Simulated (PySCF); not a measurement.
Computed IR spectrum (relative IR intensity) of a molecule C5H4F2O. Coordinates come from a B3LYP-D3(BJ)/def2-SVP optimisation. Other conformers were not sampled. Computed with B3LYP-D3(BJ)/def2-SVP (PySCF). No scaling factor is applied to the harmonic values.

Lines under 2 % of the strongest are left out, and lines within 2 cm⁻¹ are merged.

ν (cm⁻¹): 243 (vw), 294 (vw), 559 (vw), 645 (vw), 805 (w), 860 (w), 872 (w), 918 (w), 1053 (m), 1193 (w), 1205 (vs), 1251 (s), 1329 (m), 1391 (m), 1471 (w), 1828 (m), 2080 (w), 3234 (vw) (against the strongest line: vs over 80 %, s over 45 %, m over 15 %, w over 4 %, vw less)

Q: Which structure fits?
A. FC(F)=C1C=COC1
B. O=C1CC(=C(F)F)C1
C. C=C[C@]1(F)C=C(F)O1
D. C=C=CO/C(F)=C\F

A: D, C=C=CO/C(F)=C\F
